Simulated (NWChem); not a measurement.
# Ionisation of C$_{3}$H$_{2}$F$_{3}$

```
C
C 1 1.3113
H 2 1.0888 1 138.22
H 1 1.1011 2 122.09 3 0.00
C 1 1.5011 4 114.14 2 180.00
F 5 1.3289 1 112.60 4 180.00
F 5 1.3372 6 107.93 1 122.35
F 5 1.3372 6 107.93 7 115.31
```
Charge 0, spin multiplicity 2.

Everything below was run with NWChem. Structure: optimised with UPBE0/def2-SVP, a minimum by its harmonic frequencies.

Basis set: def2-TZVP. −ε marks an orbital energy of the parent.

B3LYP has NWChem's definition, with VWN1-RPA local correlation. The structure started from a generated list of species. The unpaired electrons of the parent sit in orbitals of symmetry a' (Cs labels of the run); other states weren't searched. The stability of the SCF solutions was not checked.

Task: One of these methods gave a first vertical ionisation energy of 6.31 eV. Which?
A. G0W0@PBE0
B. −ε(alpha HOMO) of B3LYP
C. G0W0@PBE
D. −ε(alpha HOMO) of PBE

Result: D, −ε(alpha HOMO) of PBE. The others give 7.57 (−ε(alpha HOMO) of B3LYP), 9.54 (G0W0@PBE), 10.18 (G0W0@PBE0).
